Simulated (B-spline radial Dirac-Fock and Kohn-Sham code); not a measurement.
## 3d5/2 photoionisation of Rb⁵⁺ near threshold

System: rubidium as Rb⁵⁺, configuration [Ar] 3d10 4s2 4p2. The computed 3d5/2 threshold is 189.7 eV; without correlation, outer thresholds are uncertain by 1 to 2 eV. With an open shell the threshold is an average over the terms of the final ion.

Calculated with a B-spline atomic structure program, using the independent-particle Dirac-Slater model, thresholds from Dirac-Fock. Interchannel coupling and autoionising resonances are not included, so magnitudes near threshold are approximate.

```csv
kinetic energy (eV),σ (Mb),β
1.5,3.53,0.30
2.3,3.53,0.29
3.7,3.53,0.27
5.7,3.52,0.27
9.0,3.50,0.27
14.0,3.46,0.28
21.9,3.39,0.33
34.2,3.24,0.41
53.5,2.99,0.53
83.7,2.61,0.68
130.9,2.04,0.85
204.6,1.34,1.01
319.9,0.746,1.14
```

The cross section shows no minimum in this range. It is largest at the lowest energy, 3.53 Mb. β ranges from 0.26 (at 7.2 eV) to 1.18.

Run: 4.2 s of CPU time on 1 thread of Intel(R) Xeon(R) Platinum 8559C (shared host), peak memory 0.35 GiB.
